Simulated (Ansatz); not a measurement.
Basis-set extrapolation for C3H11BSi, SMILES `CCB(C)[SiH3]` (PBE0-D4/def2-TZVP geometry, frozen core, Ansatz). Multiplicity 1, RHF reference.

|  | def2-TZVPP | def2-QZVPP |
| --- | --- | --- |
| HF | -433.675730 | -433.691514 |
| MP2 correlation | -0.762004 | -0.810337 |
| CCSD(T) correlation | -0.864978 | not run |

Energies in hartree. Use E(X) = E(∞) + A·exp(−7.88·√X) for Hartree–Fock and E(X) = E(∞) + B·X^(−2.97) for correlation, with X = 3 and 4, and add CCSD(T) minus MP2 of the smaller set to the MP2 limit.

What is the CCSD(T) energy at the basis-set limit?

HF limit: -433.691514 + (-0.015784) × 0.13774 = -433.69369. MP2 limit: -0.810337 + (-0.048333) × 0.74074 = -0.84614. Higher-order term: -0.864978 − (-0.762004) = -0.10297. Total: -434.64280 hartree, 2.78 eV below CCSD(T)/def2-TZVPP.
